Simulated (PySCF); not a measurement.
C2H6B2Cl2N2.
Z-matrix (Å and degrees, PBE0-D3(BJ)/def2-SVP geometry), rows numbered from 1:
```
Cl
B   1  1.7590
Cl  2  1.7601  1  116.99
B   2  1.6986  1  121.74  3   179.73
N   4  1.4138  2  126.13  1   179.44
C   5  1.4494  4  111.63  2   178.20
C   6  1.5520  5  104.51  4     3.56
N   4  1.4137  2  126.32  1    -0.84
H   5  1.0086  4  127.92  2     1.65
H   6  1.1046  5  112.07  4   123.92
H   6  1.1057  5  111.77  4  -116.57
H   7  1.1046  6  111.07  5  -125.11
H   7  1.1056  6  110.97  5   116.57
H   8  1.0082  4  128.03  2     2.40
```

All values: PBE0/pcSseg-1 and PBE0/def2-SVPD (PySCF, non-relativistic), on one gas-phase PBE0-D3(BJ)/def2-SVP geometry that isn't relaxed in the solvent. The solvent is an IEF-PCM continuum (Bondi radii, 1.10 Å for H, scaled by 1.2). The model holds no explicit solvent molecules, cavitation or dispersion.

Gas phase at PBE0/pcSseg-1: HOMO -6.20 eV, LUMO -1.80 eV, dipole 2.99 D.

Task: What does the continuum do to the energy, the frontier levels and the dipole at PBE0/pcSseg-1 in acetone and acetonitrile?

Result: 
| solvent | ε | E(solvent) − E(gas) (kcal/mol) | polarisation term (kcal/mol) | distortion of the solute (kcal/mol) | HOMO (eV) | LUMO (eV) | dipole (D) |
| --- | --- | --- | --- | --- | --- | --- | --- |
| acetone | 20.49 | -3.49 | -3.82 | 0.33 | -6.01 | -1.86 | 3.63 |
| acetonitrile | 35.69 | -3.61 | -3.97 | 0.36 | -6.01 | -1.87 | 3.65 |

Polarisation term: ½ Σ q·V over the induced surface charges. Distortion: the rise of the solute's own energy as its density leaves the gas-phase optimum. From acetone to acetonitrile the lowering changes by a factor 1.04, Onsager's factor (ε − 1)/(2ε + 1) by 1.03 and ε itself by 1.7.

Task: Which radius a makes the point-dipole formula ΔE = −[(ε − 1)/(2ε + 1)]·μ²/a³ give the value in acetonitrile, with the gas-phase dipole?

Result: μ = 1.177 au and |ΔE| = 0.00575 Eh give a = 2.58 Å; the farthest nucleus lies 3.75 Å from the centroid of the nuclei, so such a sphere wouldn't even hold the nuclei. The formula assumes a rigid point dipole at the centre of a sphere.

Task: Which Hirshfeld charges (PBE0/pcSseg-1) respond most in acetone (means over atoms taken as equivalent)?

Result: 
| atoms | environment | gas (e) | solvent (e) | change |
| --- | --- | --- | --- | --- |
| B4 | three-coordinate boron | +0.063 | +0.053 | -0.010 |
| Cl1/Cl3 | chlorine bonded to B | -0.075 | -0.084 | -0.009 |
| H9/H14 | N–H hydrogen | +0.122 | +0.129 | +0.007 |
| H10/H11/H12/H13 | methylene hydrogen | +0.037 | +0.041 | +0.004 |
| N5/N8 | boron-bound nitrogen | -0.194 | -0.196 | -0.002 |
| B2 | three-coordinate boron | +0.110 | +0.111 | +0.001 |
| C6/C7 | sp3 carbon bound to nitrogen | -0.014 | -0.013 | +0.001 |

Task: How do the nuclear quadrupole coupling constants eQVzz/h respond in acetone?

Result: 
```csv
nucleus,Q (barn),gas (MHz),solvent (MHz),η gas,η solvent
35Cl at Cl1,-0.0817,-38.98,-38.72,0.72,0.70
11B at B2,0.04059,3.67,3.69,0.81,0.83
35Cl at Cl3,-0.0817,-38.96,-38.70,0.72,0.70
11B at B4,0.04059,2.97,2.91,0.21,0.17
14N at N5,0.02044,-4.18,-3.97,0.62,0.63
14N at N8,0.02044,-4.18,-3.97,0.62,0.63
```

Gas phase at PBE0/def2-SVPD: HOMO -6.28 eV, LUMO -1.91 eV, dipole 2.77 D.

Task: What does the continuum do to the energy, the frontier levels and the dipole at PBE0/def2-SVPD in acetone?

Result: 
```tsv
solvent	ε	E(solvent) − E(gas) (kcal/mol)	polarisation term (kcal/mol)	distortion of the solute (kcal/mol)	HOMO (eV)	LUMO (eV)	dipole (D)
acetone	20.49	-3.47	-3.87	0.40	-6.09	-1.97	3.50
```

Task: How does the static polarisability (PBE0/def2-SVPD, frozen core, with the continuum's full static response) change?

Result: 
| medium | isotropic (au) | principal values (au) | ⟨r²⟩ of the electrons (bohr²) |
| --- | --- | --- | --- |
| gas | 93.7 | 66.7, 102.0, 112.4 | 1701.6 |
| acetone | 125.0 | 92.2, 140.5, 142.2 | 1700.8 |

The isotropic value in acetone is 1.33 times the gas-phase one; no cavity-field correction is applied. ⟨r²⟩ is taken about the centre of nuclear charge.

Time: 53 s; peak memory 0.94 GiB. Hardware: Intel Xeon at 2.50 GHz, one thread, shared host. This is the whole shielding run at PBE0/pcSseg-1 in acetonitrile, SCF included.
